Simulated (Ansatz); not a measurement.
All numbers were calculated with Ansatz.

Basis-set series for `BOB1CO1`. Charge 0, multiplicity 1. Geometry: relaxed with PBE0-D4/def2-TZVP. It is one conformer, not always the lowest.

Cartesian coordinates in Å:
```
B -1.1986 0.1413 -1.6652
O -0.6212 -0.6298 -0.6999
B 0.2223 -0.2011 0.2656
C 0.9776 -0.2865 1.5606
O 1.0324 0.8233 0.5206
H -1.8228 -0.4267 -2.5110
H -1.0784 1.3325 -1.6283
H 1.9254 -0.8093 1.6532
H 0.5633 0.0563 2.5045
```

```csv
functional,basis,functions,energy (Eh),HOMO (eV),LUMO (eV)
PBE0-D4,def2-SVP,90,-240.26310,-8.30,-1.08
PBE0-D4,def2-QZVPP,405,-240.55249,-8.36,-1.23
ωB97M-V,def2-SVP,90,-240.44992,-10.63,1.04
ωB97M-V,def2-QZVPP,405,-240.74690,-10.71,0.64
```

Give the rows for def2-TZVPP. (An estimate is asked.)

The calculation gave: 
| functional | basis | functions | energy (Eh) | HOMO (eV) | LUMO (eV) |
| --- | --- | --- | --- | --- | --- |
| PBE0-D4 | def2-TZVPP | 211 | -240.53839 | -8.35 | -1.19 |
| ωB97M-V | def2-TZVPP | 211 | -240.73382 | -10.70 | 0.77 |

Positive LUMOs are unbound and depend on the basis.
